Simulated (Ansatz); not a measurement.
One change: `[SH][Ga]([SH])[SH]` becomes `[SH][Al]([SH])[SH]`.

Ansatz, PBE0-D4/def2-TZVP geometries, multiplicity 1. Each molecule was computed in one conformer, which needn't be the lowest.

Scalar relativity is left out up to krypton.

```tsv
property	`[SH][Ga]([SH])[SH]`
HOMO–LUMO gap (B3LYP/def2-TZVPP) / eV	6.16
HOMO–LUMO gap (PBE0/def2-TZVPP) / eV	6.71
LUMO energy (PBE/def2-TZVPP) / eV	-1.87
size of the dipole moment (B3LYP/def2-TZVPP) / D	1.43
size of the dipole moment (PBE/def2-TZVPP) / D	1.41
HOMO energy (ωB97M-V/def2-TZVPP) / eV	-9.84
```

Question: What does the change do to each property? (Best estimate.)

Answer: Ansatz gave: 
```
                                        property  `[SH][Al]([SH])[SH]`  shift
           HOMO–LUMO gap (B3LYP/def2-TZVPP) / eV                  6.60   0.44
            HOMO–LUMO gap (PBE0/def2-TZVPP) / eV                  7.10   0.39
               LUMO energy (PBE/def2-TZVPP) / eV                 -1.47   0.40
size of the dipole moment (B3LYP/def2-TZVPP) / D                  1.46   0.03
  size of the dipole moment (PBE/def2-TZVPP) / D                  1.44   0.03
           HOMO energy (ωB97M-V/def2-TZVPP) / eV                 -9.90  -0.06
```

With PBE0 the HOMO falls by 0.07 eV and the LUMO rises by 0.32 eV, so the gap widens by about 0.39 eV. PBE moves the HOMO by -0.07 eV and ωB97M-V by -0.06 eV. Dipoles are sizes alone; their direction can turn.

B3LYP here is the variant with VWN-RPA as its local correlation; programs differ in this.
